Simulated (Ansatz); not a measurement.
## Which isomer of GeH4S3 gives these data?

These gas-phase data were calculated for one isomer of GeH4S3 at PBE0-D4/def2-SVP (harmonic, unscaled wavenumbers; equilibrium rotational constants with average atomic masses):

```
rotational constants            : 2.142, 1.936, 1.16 GHz
all wavenumbers above 1500 cm⁻¹ : 2717, 2709, 2707, 2157
```

Candidates:

(1) `S[S][GeH2][SH]`, a singlet
(2) `[SH][GeH]([SH])[SH]`, a singlet

Which structure fits?

Candidate (2). 3 modes lie between 2500 and 2800 cm⁻¹, one for each S–H bond, while (1) has 2.

The same quantities for all candidates:

```
     rotational constants (GHz)  wavenumbers above 1500 cm⁻¹  E above the lowest, PBE0-D4/def2-SVP (kcal/mol)
(1)           3.048, 1.36, 1.06       2716, 2672, 2192, 2151                                             23.0
(2)          2.142, 1.936, 1.16       2717, 2709, 2707, 2157                                              0.0
```

Harmonic stretches to hydrogen usually lie a few per cent above observed fundamentals. Each candidate is one conformer. Programs: Ansatz 0.2.0.
